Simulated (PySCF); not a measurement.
**Molecular orbitals of CsCa**

r²SCAN0 at R = 4.718 Å; Cs def2-SVPD with ECP46, Ca def2-SVPD; scalar-relativistic core potentials (PySCF 2.14). State: ²Σ⁺ (doublet), unpaired electrons σ ↑. Only the outer orbitals are listed, counted within each symmetry, core potentials removing the inner ones.

```csv
spin,orbital,occ.,ε (eV),on Cs (%),main shells (%)
α,3π,1,-15.43,100,100 Cs p
α,3π,1,-15.43,100,100 Cs p
α,7σ,1,-15.37,100,100 Cs p
α,8σ,1,-4.32,16,"83 Ca s, 11 Cs s"
α,9σ,1,-2.77,67,"67 Cs s, 25 Ca p"
α,10σ,0,-1.00,57,"42 Ca p, 36 Cs p, 19 Cs s"
α,4π,0,-0.98,33,"66 Ca p, 26 Cs p"
α,4π,0,-0.98,33,"66 Ca p, 26 Cs p"
β,3π,1,-15.40,100,100 Cs p
β,3π,1,-15.40,100,100 Cs p
β,7σ,1,-15.32,100,100 Cs p
β,8σ,1,-4.10,5,93 Ca s
β,9σ,0,-1.22,70,"52 Cs s, 23 Ca p, 18 Cs p"
β,4π,0,-0.94,21,"72 Ca p, 13 Cs p"
β,4π,0,-0.94,21,"72 Ca p, 13 Cs p"
```

Question: Which are the highest filled and the lowest empty level, where do they sit, and how wide is the gap?

Answer: Highest filled α 9σ at -2.77 eV (in %: 67 Cs s, 25 Ca p); lowest empty β 9σ at -1.22 eV (in %: 52 Cs s, 23 Ca p, 18 Cs p); the gap at r²SCAN0 is 1.55 eV.

| Quantity | Value |
| --- | --- |
| bond order (Mayer) | 0.48 |
| ⟨S²⟩ | 0.791 |
| charge on Cs (Mulliken, basis-dependent) | 0.13 |
| charge on Cs (Löwdin, basis-dependent) | -0.03 |
| dipole moment (positive dipole means Cs(−)Ca(+)) | -3.91 D |

Spin–orbit coupling is left out. The state is the lowest determinant that a PBE0 search found; another state may lie lower at other levels.
